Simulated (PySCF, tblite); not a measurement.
Isomers of CH10N2OSi3. All values are computed: GFN2-xTB (tblite) harmonic vibrations without scaling, gas phase. The method is semi-empirical: single wavenumbers can be off by several per cent or more. Modes of hydrogen on silicon can be 10 to 20 % off. One conformer each.

Electronic energies: PBE0/pcSseg-1 single points on the GFN2-xTB geometries (PySCF, gas phase).

```csv
SMILES,"electronic energy, lowest = 0 (kJ/mol)"
CN[Si@@H]1[SiH2]O[Si@H]1N,203.0
C[Si@@H]1N[Si@@H](O)N[SiH2]1,0.0
N[Si@@H](C=O)N([SiH3])[SiH3],295.2
CN[Si@@H]1[SiH2]O[Si@@H]1N,185.4
N[Si@H]1CO[SiH2][SiH2]N1,209.2
```

Q: How do GFN2-xTB zero-point energies change the relative energies?

A: 
| SMILES | ZPE (kJ/mol) | of it from modes above 1550 cm⁻¹ | electronic (kJ/mol) | with ZPE, lowest = 0 (kJ/mol) | lowest mode (cm⁻¹) | rings |
| --- | --- | --- | --- | --- | --- | --- |
| C[Si@@H]1N[Si@@H](O)N[SiH2]1 | 303.0 | 169.9 | 0.0 | 0.0 | 51 | 1 |
| CN[Si@@H]1[SiH2]O[Si@@H]1N | 305.1 | 167.8 | 185.4 | 187.5 | 56 | 1 |
| CN[Si@@H]1[SiH2]O[Si@H]1N | 305.1 | 166.9 | 203.0 | 205.1 | 64 | 1 |
| N[Si@H]1CO[SiH2][SiH2]N1 | 300.0 | 162.0 | 209.2 | 206.2 | 56 | 1 |
| N[Si@@H](C=O)N([SiH3])[SiH3] | 280.2 | 162.2 | 295.2 | 272.3 | 22 | 0 |

The zero-point energies span 24.9 kJ/mol, from `N[Si@@H](C=O)N([SiH3])[SiH3]` to `CN[Si@@H]1[SiH2]O[Si@@H]1N`. The order is unchanged.

Q: And how do the electronic energies of GFN2-xTB itself compare?

A: `C[Si@@H]1N[Si@@H](O)N[SiH2]1` 0.0; `CN[Si@@H]1[SiH2]O[Si@@H]1N` 124.2; `CN[Si@@H]1[SiH2]O[Si@H]1N` 118.4; `N[Si@H]1CO[SiH2][SiH2]N1` 78.3; `N[Si@@H](C=O)N([SiH3])[SiH3]` 211.7 kJ/mol, lowest = 0. Against the energies above, taken from the same isomer `C[Si@@H]1N[Si@@H](O)N[SiH2]1`, the largest difference is 130.9 kJ/mol.

Q: What do entropy and thermal enthalpy add at 298.15 K and 1 bar (rigid rotor, harmonic oscillator, one conformer each)?

A: 
```tsv
SMILES	point group	symmetry number	S (J/(mol K))	H − H(0) (kJ/mol)	ZPE + H − H(0) − TS (kJ/mol)
C[Si@@H]1N[Si@@H](O)N[SiH2]1	C1	1	435.4	33.00	206.2
CN[Si@@H]1[SiH2]O[Si@@H]1N	C1	1	446.9	34.12	206.0
CN[Si@@H]1[SiH2]O[Si@H]1N	C1	1	442.4	33.72	206.9
N[Si@H]1CO[SiH2][SiH2]N1	C1	1	423.5	31.45	205.2
```

Not tabulated: `N[Si@@H](C=O)N([SiH3])[SiH3]` (lowest mode only 22 cm⁻¹).
